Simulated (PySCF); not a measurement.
**Dipole moment and polarisability of `C/N=[CH]/[GaH2-][O+]1CCCC1`**

Compound: C6H14GaNO.
Structure used (PBE0-D3(BJ)/def2-SVP), in Å, numbered top down from 1:
```
atom  x, y, z in Å
C1     4.5398    0.4554   -0.2448
N2     3.3768    0.1010    0.5188
C3     2.2214    0.3807    0.0659
Ga4    0.6593   -0.1151    1.1833
O5    -0.8741    0.4586   -0.1939
C6    -2.1340    0.9504    0.2669
C7    -3.1108   -0.2236    0.1298
C8    -2.3763   -1.2237   -0.7855
C9    -1.1549   -0.4477   -1.2595
H10    5.1762    1.1376    0.3437
H11    5.1481   -0.4445   -0.4350
H12    4.3035    0.9400   -1.2162
H13    2.1358    0.9022   -0.9236
H14    0.2820   -1.6513    1.2644
H15    0.2213    0.8442    2.3590
H16   -2.4241    1.8015   -0.3721
H17   -1.9896    1.3102    1.2934
H18   -3.3291   -0.6749    1.1072
H19   -4.0659    0.1112   -0.2988
H20   -2.9925   -1.5720   -1.6259
H21   -2.0545   -2.1052   -0.2134
H22   -0.2593   -1.0613   -1.4248
H23   -1.3613    0.1385   -2.1723
```

Level: CAM-B3LYP/def2-SVPD (PySCF), static field, nuclei fixed, core orbitals frozen in the response. The polarisability tensor in these axes (au):

```
x   142.89   3.12  -3.34
y     3.12  99.46   0.14
z    -3.34   0.14 105.26
```

Question: What are the eigenvalues, a third of the trace, and Δα (Δα² = ½Σ(αi − αj)² over the three pairs)?

Answer: Principal values 99.21, 105.00 and 143.40 au; mean 115.87 au = 17.17 Å³ = 19.10 × 10⁻⁴⁰ C²·m²/J; Δα = 41.60 au (36 % of the mean).

Question: What is the dipole moment, and where does it point?

Answer: (-4.56, 0.60, -3.47) D, 5.76 D in size, pointing from the negative to the positive side. Measured along this direction, the outermost atoms are H10 at the negative end and H19 at the positive end.

Question: Rayleigh depolarisation ratio (linearly polarised light, static tensor)?

Answer: ρ = 3Δα²/(45ᾱ² + 4Δα²) = 5191.8/(604161 + 6922.4) = 0.0085.

Question: Find the Langevin capture rate constant for NO+ (29.998 u) meeting this molecule (185.033 u), k = 2.342 × 10⁻⁹ cm³/s × √(α in Å³ / reduced mass in u).

Answer: The reduced mass is 25.81 u, so k = 1.91 × 10⁻⁹ cm³/s. The formula leaves out the permanent dipole, which adds to the capture rate.

Question: Along which axes do the principal values lie, and how far do the nuclei extend along each?

Answer: Largest value along (0.99, 0.07, -0.09), where the nuclei span 9.20 Å; middle along (0.08, 0.07, 0.99), 4.68 Å; least along (-0.08, 0.99, -0.07), 3.93 Å. The response follows the extents in order.

Question: Form Σ f/ω² (atomic units) for the 10 lowest TDDFT singlets, given as eV and f, and set it beside the mean polarisability, which is this sum over all singlets: 4.33, 0.0030; 5.76, 0.0204; 6.22, 0.0211; 6.64, 0.0140; 6.79, 0.0385; 6.80, 0.1832; 6.93, 0.0115; 7.07, 0.2037; 7.29, 0.0091; 7.33, 0.0777.

Answer: They add up to 9.16 au, 7.9 % of the 115.87 au; the largest single term is 3.02 au, from the state at 7.07 eV. Terms in order: 0.12, 0.45, 0.40, 0.24, 0.62, 2.93, 0.18, 3.02, 0.13, 1.07 au. Higher excitations give the rest. The strengths listed sum to 0.582.

The structure is a single PBE0-D3(BJ)/def2-SVP conformer in the gas phase; no vibrational or solvent corrections. The calculation is non-relativistic, for gallium too.
